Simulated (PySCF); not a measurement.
CH7AlO3, singlet, PBE0/def2-SVP optimised geometry.

```
12

Al    -0.76    -0.99     0.00
C     -1.60    -1.96     1.47
H     -2.70    -2.00     1.35
H     -1.40    -1.50     2.45
H     -1.25    -3.01     1.51
O     -0.71     0.75     0.00
H     -1.35     1.33     0.41
O     -0.61    -1.73    -1.57
H     -1.31    -2.08    -2.13
O      1.23    -0.99     0.00
H      1.35    -0.03    -0.06
H      1.31    -1.33    -0.91
```

Density from PBE0/def2-TZVP run with PySCF 2.14.0 at that geometry.

Minimum of the electron density along straight lines between bonded atoms, close to the bond critical point (lines longer than 1.1 times the sum of covalent radii, or with two minima, are not listed):

```csv
bond,length / Å,ρ at the minimum / e bohr⁻³,∇²ρ there / e bohr⁻⁵,position (fraction from the first atom)
Al1–C2,1.954,0.087,0.26,0.40
C2–H3,1.104,0.261,-0.83,0.64
C2–H4,1.102,0.263,-0.84,0.64
C2–H5,1.103,0.263,-0.84,0.64
Al1–O6,1.741,0.098,0.68,0.43
O6–H7,0.957,0.360,-2.45,0.81
Al1–O8,1.744,0.097,0.67,0.43
O8–H9,0.956,0.361,-2.45,0.81
Al1–O10,1.987,0.051,0.30,0.41
O10–H11,0.973,0.345,-2.41,0.82
O10–H12,0.977,0.342,-2.38,0.82
```
